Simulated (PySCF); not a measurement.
Structure problem from calculated spectra and properties.

Formula: C6H8BF2N.

| Item | Value |
| --- | --- |
| UV, strongest line | among the 10 lowest singlet transitions: S9 at 7.53 eV (165 nm, f = 0.522) [TDDFT wB97X-D/def2-SVPD] |
| Valence photoelectron | vertical ionisation energy: 9.65 eV [ΔSCF wB97X-D/def2-SVPD] |
| NMR, other nuclei | isotropic shieldings of nuclei other than C and H, by class: 112 (1 B), 3 (1 N), 310 (2 F) ppm [GIAO KT2/pcSseg-1] |
| Dipole | 5.96 D [wB97X-D/def2-SVPD] |
| 13C NMR | chemical shifts (computed TMS as zero) by class: 142.6 (2 C), 131.2 (1 C), 128.4 (1 C), 119.5 (2 C) ppm [GIAO KT2/pcSseg-1] |
| Triplet | lowest triplet excitation (Tamm–Dancoff): 4.21 eV [TDA wB97X-D/def2-SVPD] |
| 1H NMR | chemical shifts (computed TMS as zero) by class: 8.44 (2 H), 7.52 (1 H), 7.12 (2 H), 6.33 (1 H), 2.95 (2 H) ppm [GIAO KT2/pcSseg-1] |
| Polarisability | 93.5 au [wB97X-D/def2-SVPD] |
| Rotational structure | rotational constants A, B, C: 2.506, 0.949, 0.848 GHz [PBE0-D3(BJ)/def2-SVP] |

Gas-phase values; electronic properties from PySCF, density fitting. Levels stand in brackets. One conformer (not necessarily the lowest) at the PBE0-D3(BJ)/def2-SVP geometry, without solvent, vibrations or thermal averaging. NMR values are class means; diastereotopic atoms form classes of their own.

Question: What is the compound? Reason from the data.

Answer: Numbering: `[F:1][CH:2]([F:3])[BH2-:4][n+:5]1[cH:6][cH:7][cH:8][cH:9][cH:10]1`. 6 carbons fall into 4 classes; from least to most shielded: aromatic CH next to a ring nitrogen [C6/C10] (142.6 ppm, 2 C), aromatic CH carbon [C8] (131.2 ppm), CHF2 carbon [C2] (128.4 ppm), aromatic CH carbon [C7/C9] (119.5 ppm, 2 C). Hydrogen classes from least to most shielded: 2 H on 2 like atoms (aromatic CH next to a ring nitrogen), C6/C10 (8.44 ppm), 1 H on an aromatic CH carbon, C8 (7.52 ppm), 2 H on 2 aromatic CH carbons, C7/C9 (7.12 ppm), 1 H on a CHF2 carbon, C2 (6.33 ppm), 2 H on a four-coordinate boron, B4 (2.95 ppm). The other shieldings belong to: 112 ppm, four-coordinate boron [B4]; 3 ppm, nitrogen bonded to B and 2 C [N5]; 310 ppm, fluorine of a CF2 group [F1/F3]. The first electron is taken from the HOMO, whose largest Löwdin shares are 0.25 on the CHF2 carbon, 0.21 on the four-coordinate boron and 0.14 on each of 2 atoms of one kind (fluorine of a CF2 group). The optimised geometry has point group Cs and is an asymmetric top. Structure: `c1ccc[n+](c1)[BH2-]C(F)F`. Computed isomers that give other values at the same levels: `C=N[C@]12C[C@](B(F)F)(C1)C2` (rotational constant A: 3.580 GHz; this holds for the one conformer computed). The assignments are read from this structure; whether some other isomer fits the data as well wasn't checked.

Conformer computed: `[F:1][CH:2]([F:3])[BH2-:4][n+:5]1[cH:6][cH:7][cH:8][cH:9][cH:10]1`: F1–C2–B4–N5 -58°, C2–B4–N5–C6 -86°.
